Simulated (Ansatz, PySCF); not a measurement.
Noncovalent pair: SiH4 (SMILES [SiH4]) (first 5 atoms) with H2 (SMILES [H][H]); geometry from B3LYP-D3(BJ)/def2-TZVP, rigid monomers moved along the line of their centres of mass till Si1···H6 is 3.04 Å.
(charge 0, multiplicity 1):
```xyz
7

Si     0.04975     0.05633    -0.01269
H      0.11788     0.14423    -1.48874
H     -1.33638    -0.25747     0.40140
H      0.45894     1.34967     0.57992
H      0.95838    -1.01140     0.46238
H     -0.08764    -0.10172     3.02209
H     -0.12777    -0.14138     3.76373
```

Interaction energies are E(AB) − E(A) − E(B) at the monomers' geometry in the complex; basis-set methods are counterpoise corrected.

Cores are frozen in the correlated methods. CBS(a, b) extrapolates the correlation energy as X⁻³ and adds the Hartree–Fock energy of set b.

Codes used: Ansatz (a program for electronic structure) with Gaussian orbitals; PySCF for the dispersion terms. Values without a source in brackets are computed.

PBE/def2-TZVPPD gives 1.4 meV for the interaction energy.

How do the other levels lie against it? Give each less PBE: PBE-D3(BJ)/def2-TZVPPD, r2SCAN/def2-TZVPPD, PBE0/def2-TZVPPD, wB97M-V/def2-TZVPPD, MP2/CBS(aug-cc-pV(D+d)Z, aug-cc-pV(T+d)Z), CCSD(T)/CBS(aug-cc-pV(D+d)Z, aug-cc-pV(T+d)Z).

PBE-D3(BJ)/def2-TZVPPD -17.8; r2SCAN/def2-TZVPPD 7.1; PBE0/def2-TZVPPD 4.0; wB97M-V/def2-TZVPPD -3.2; MP2/CBS(aug-cc-pV(D+d)Z, aug-cc-pV(T+d)Z) -1.2; CCSD(T)/CBS(aug-cc-pV(D+d)Z, aug-cc-pV(T+d)Z) -4.2 meV. 2 of 6 lie above PBE; the widest gap is to PBE-D3(BJ)/def2-TZVPPD.
